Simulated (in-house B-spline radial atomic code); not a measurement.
RPA and G0W0 on BLYP: neutral cadmium

Configuration [Kr] 4d10 5s2, mean-field start BLYP. Computed with a B-spline radial code for spherical atoms: all electrons, non-relativistic, point nucleus, each spin shell either full or empty, empty states to l = 9 with an (l + 1/2)⁻⁴ tail; G0W0 by contour deformation at full frequency.

Without relativity these are model numbers: it shifts the levels of so heavy an element strongly and can reorder them.

Command:
```bash
python run_gw.py task.json out
```
Settings (radii: box in bohr, nucleus in fm):
```
Z                        48
electrons                48
configuration            [Kr] 4d10 5s2
hamiltonian              nr
method                   b88,lyp
lmax                     9
spin_polarised           False
box_radius               40
intervals                57
ion_configuration        [Kr] 4d10 5s1
```

Run time, properties included: 11 s on 1 thread of Arm Neoverse N1, with other jobs on the host.

Energies (hartree):

| term | value |
| --- | --- |
| mean-field total | -5467.61480 |
| Hartree-Fock functional on these orbitals | -5465.08763 |
| direct second order | -4.3453 |
| second-order exchange | 1.196 |
| SOSEX correction | 1.0831 |

Q: What is the RPA correlation energy, and what remains with SOSEX?

A: RPA gives -3.6962 hartree (-2.1 eV per electron); RPA + SOSEX gives -2.6131, and the second-order doubles -3.1493 hartree (no singles). SOSEX takes back 29 % of the RPA value.

Quasi-particle levels (eV):

| level | occupied | mean field | Σx - vxc | Σc | QP weight | G0W0 |
| --- | --- | --- | --- | --- | --- | --- |
| 5s | yes | -5.264 | -1.94 | ? | ? | ? |
| 5p | no | -1.276 | 2.75 | -1.04 | 0.899 | 0.435 |

G0W0 = mean field + (Σx - vxc) + Σc, with Σc (partial-wave tail included) taken at the quasi-particle energy. Only the outer levels were computed. Levels of low weight are left out. An empty level above zero is unbound and depends on the box.

Q: Where does G0W0 put 5s?

A: At -8.495 eV, with Σc = -1.29 eV and a quasi-particle weight of 0.796. The tabulated removal energy is 8.994 eV (NIST, measured); the calculation leaves out relativity, Breit and QED terms, and what these don't explain is the method's own error.

Q: What does it cost to remove one electron (to [Kr] 4d10 5s1) by differences of total energies, each species on its own start (correlation terms add to the Hartree-Fock functional)?

A: BLYP 8.611 eV, Hartree-Fock functional 6.806 eV, + RPA 8.839 eV, + RPA + SOSEX 8.355 eV, + second order 9.944 eV. Tabulated: 8.994 eV (NIST, measured); the calculation leaves out relativity, Breit and QED terms, and what these don't explain is the method's own error.
